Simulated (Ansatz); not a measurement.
Species: SnI, net charge 0, doublet state. 
Coordinates optimised at B3LYP-D3(BJ)/def2-TZVP (Ansatz, a program for electronic structure):
```xyz
2

Sn     0.0000     0.0000    -1.4135
I      0.0000     0.0000     1.3335
```
Charge 0, spin multiplicity 2.

Basis-set convergence of Hartree-Fock and CCSD(T) correlation energies (hartree) with Ansatz. Valence correlation only, unless marked. UHF or UKS for open shells. No spin-orbit coupling. The frozen core is the preceding noble-gas configuration, with the filled d and f shells of earlier blocks. In def2 rows, elements after Kr have scalar-relativistic effective core potentials.

| basis | functions | E(HF) | E(corr, CCSD(T)) |
|---|---|---|---|
| def2-SVPD | 67 | -510.05427 | -0.17587 |
| def2-TZVPPD | 115 | -510.06745 | -0.22814 |
| def2-QZVPPD | 179 | -510.06961 | -0.25334 |

Extrapolating the two largest sets (X = 3 and 4) as X^-3: E(corr) = (64·(-0.25334) - 27·(-0.22814))/37 = -0.2717 Eh, an estimate of the basis-set limit. The largest set recovers 93.2 % of it, the smallest 64.7 %.
